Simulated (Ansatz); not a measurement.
`[Cl][Bi]([Cl])[Cl]`, charge 0, multiplicity 1.

Task: Give a relaxed structure at PBE0-D4/def2-TZVP (Ansatz 0.2.0). (Best estimate.)

Result: Computed: 
Z-matrix (Å, degrees):
```
Bi
Cl 1 2.424
Cl 1 2.424 2 98.0
Cl 1 2.424 2 98.0 3 99.4
```
Point group C3v.
